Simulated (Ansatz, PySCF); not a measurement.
This singlet lies 1.08 eV below the relaxed triplet at the level frozen-core CCSD(T)/cc-pVTZ // PBE0-D3(BJ)/def2-TZVP (Ansatz, a quantum-chemistry and plane-wave program).

# CH₄Ge, SMILES `[CH3][GeH]` (lower singlet) (charge 0, multiplicity 1)

Method: PySCF with PBE0-D3(BJ)/def2-TZVP.

```
Item                                            Value
-------------  --------------------------------------
HOMO                                         -6.38 eV
dipole moment                                  0.77 D
HOMO–LUMO gap                                 3.84 eV
LUMO                                         -2.54 eV
total energy                            -2117.1697 Ha
cost           about 13 core-seconds (a rough figure)
```

Bonded distances (Å): C1–Ge2 1.989, C1–H3 1.096, C1–H4 1.090, C1–H5 1.096, Ge2–H6 1.601. Angles (°): Ge2–C1–H3 109.4, Ge2–C1–H4 112.8, Ge2–C1–H5 109.4, H3–C1–H4 109.4, H3–C1–H5 106.2, H4–C1–H5 109.4, C1–Ge2–H6 93.1.
